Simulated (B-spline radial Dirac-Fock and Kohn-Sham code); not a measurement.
Auger decay of the 1s hole in Ba

System: the Ba atom, configuration [Xe] 6s2.

These are calculated numbers from a B-spline atomic structure program; the model is a relativistic independent-particle model: LDA orbitals of the hole state, radiative multipoles to third order, Auger rates from the Coulomb interaction with a continuum orbital, Dirac-Fock energies. Kinetic energies are configuration averages from the vacuum level; the two-hole energies are estimated from single-hole states. The rates lack the Breit term, which in heavy atoms raises K-L1L1 and K-L1L2.

```
transition  kinetic energy (eV)  width (meV)  share (%)
    K-L1L1              25289.1         82.6        6.5
    K-L1L2              25667.9          107        8.4
    K-L1L3              26050.1          138       10.9
    K-L2L3              26388.9          334       26.3
    K-L3L3              26768.9          160       12.6
    K-L1M1              30080.5         29.8        2.3
    K-L1M3              30306.7         27.1        2.1
    K-L2M3              30674.7         55.3        4.4
    K-L3M2              30975.1         53.1        4.2
    K-L3M3              31054.4         53.8        4.2
```

The listed channels hold 82 % of the non-radiative rate. Summed by principal shells, of 1.27 eV in all: KLL 65.8 %, KLM 24.8 %, KLN 5.2 %, KMM 2.2 %, KMN 0.9 %, KLO 0.7 %.
